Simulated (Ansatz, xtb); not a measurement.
## Two structures of CH3GaS+

Structure I: a doublet given by its coordinates. Structure II: a doublet given by its coordinates. Both are isolated ions in the gas phase, relaxed with B3LYP/6-31G*.

I (Å):

```json
{"atom": "C", "x (Å)": "-2.4383", "y (Å)": "-3.4968", "z (Å)": "0.9552"}
{"atom": "Ga", "x (Å)": "-1.8058", "y (Å)": "-3.0648", "z (Å)": "-0.7770"}
{"atom": "S", "x (Å)": "-0.9854", "y (Å)": "-2.6042", "z (Å)": "-2.7038"}
{"atom": "H", "x (Å)": "-2.4776", "y (Å)": "-2.7360", "z (Å)": "1.7314"}
{"atom": "H", "x (Å)": "-2.7818", "y (Å)": "-4.5040", "z (Å)": "1.1796"}
{"atom": "H", "x (Å)": "-2.2009", "y (Å)": "-2.2423", "z (Å)": "-3.1890"}
```

Close contacts (Å): C1–Ga2 1.89, Ga2–S3 2.14, C1–H4 1.09, C1–H5 1.09, S3–H6 1.36.

II (Å):

```xyz
6

C    -2.2534   -3.2682   -0.0425
Ga   -3.1628   -4.7315   -1.7159
S    -0.8094   -2.5488   -0.6894
H    -3.1004   -2.6175    0.1765
H    -2.0450   -4.0245    0.7162
H    -1.3738   -1.4490   -1.2367
```

Close contacts (Å): C1–Ga2 2.40, C1–S3 1.74, C1–H4 1.09, C1–H5 1.09, S3–H6 1.35.

Energies in hartree; the thermal terms are from B3LYP/6-31G* harmonic frequencies (ideal gas, rigid rotor, one conformer each, 200 K, 1 atm) and include the zero-point energy:

|  | I | II |
| --- | --- | --- |
| E, CCSD(T)/def2-SVP | −2360.202906 | −2360.215698 |
| E, MP2/def2-SVP | −2360.163030 | −2360.168281 |
| E, MP2/def2-TZVPP | −2360.672476 | −2360.679974 |
| zero-point energy | 0.031817 | 0.035255 |
| H(200 K) − E | 0.035707 | 0.038712 |
| G(200 K) − E | 0.013656 | 0.016607 |

**Question.** Correct the CCSD(T) difference for the basis set by the MP2 change, then work out ΔE, ΔE₀, ΔH and ΔG for I → II in kJ/mol (1 Eh = 2625.50 kJ/mol) and the equilibrium ratio [II]/[I].

**Answer.** 1. Differences II − I: CCSD(T) −0.012792, MP2 in the small set −0.005251, MP2 in the large set −0.007498 Eh.
2. ΔE = −0.012792 + (−0.007498 − (−0.005251)) = −0.015039 Eh = −39.48 kJ/mol.
3. ΔE₀ = ΔE + ΔZPE = −0.015039 + (+0.003438) Eh = −30.46 kJ/mol.
4. ΔH = ΔE + (+0.003005) Eh = −31.60 kJ/mol.
5. ΔG = ΔE + (+0.002951) Eh = −31.74 kJ/mol, so ΔS = (ΔH − ΔG)/T = +0.7 J/(mol K).
6. kT = 0.6334 mEh, so K = [II]/[I] = exp(−ΔG/kT) = exp(+19.09) ≈ 1.9 × 10^8.

Structure II is favoured at this temperature. An error of 4 kJ/mol in ΔG would change K by a factor of 11. Mirror images and further conformers aren't counted.

Other levels gave ΔE = −79.7 (B3LYP/6-31G*); −4.1 (HF/def2-SVP); −13.8 (MP2/def2-SVP); −33.6 (CCSD(T)/def2-SVP) kJ/mol. Open shells are spin-unrestricted. The correlated steps freeze 15 core orbitals; the filled d shell of Ga is correlated, in a basis made for valence electrons. Programs: Ansatz 0.2.0.
